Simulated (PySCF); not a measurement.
## Ce2O4: from a saddle point downhill

PySCF 2.14.0, RKS B3LYP, Ce lcecp-2-SVP with ECP46, O def2-SVP; non-relativistic Hamiltonian with scalar-relativistic core potentials where named; density fitting; no spin-orbit coupling. Relaxed within the symmetry of its start, the geometry (D2h) is

```xyz
6

Ce    0.0000    0.0000    1.6840
Ce    0.0000    0.0000   -1.6840
O     1.4045    0.0000    0.0000
O    -1.4045    0.0000    0.0000
O     0.0000    0.0000    3.5766
O     0.0000    0.0000   -3.5766
```

and its lowest harmonic modes are -192, -185, -145, 92, 160, 184 cm⁻¹ (negative: unstable). It was moved along the lowest mode and relaxed again, within the group C2v that the move left.

Problem. Where does it end, and how much lower?

Solution. In C2v, 1.949 eV lower, after 15 steps:
```xyz
6

Ce    0.0000   -0.4375    1.6639
Ce    0.0000   -0.4375   -1.6639
O     1.3412   -0.5384    0.0000
O    -1.3412   -0.5384    0.0000
O     0.0000    1.2939    2.3767
O     0.0000    1.2939   -2.3767
```

Problem. How do the contacts change?

Solution. 
```json
{"contact": "Ce1–O3 (O)", "saddle (Å)": "2.193", "end (Å)": "2.140"}
{"contact": "Ce1–O4 (O)", "saddle (Å)": "2.193", "end (Å)": "2.140"}
{"contact": "Ce1–O5 (O)", "saddle (Å)": "1.893", "end (Å)": "1.872"}
{"contact": "Ce2–O6 (O)", "saddle (Å)": "1.893", "end (Å)": "1.872"}
```


Problem. Is the end a minimum?

Solution. Yes; lowest modes 89, 128, 138, 214, 230, 296 cm⁻¹.

State: singlet in the valence, with the 4f electrons in the core potential.
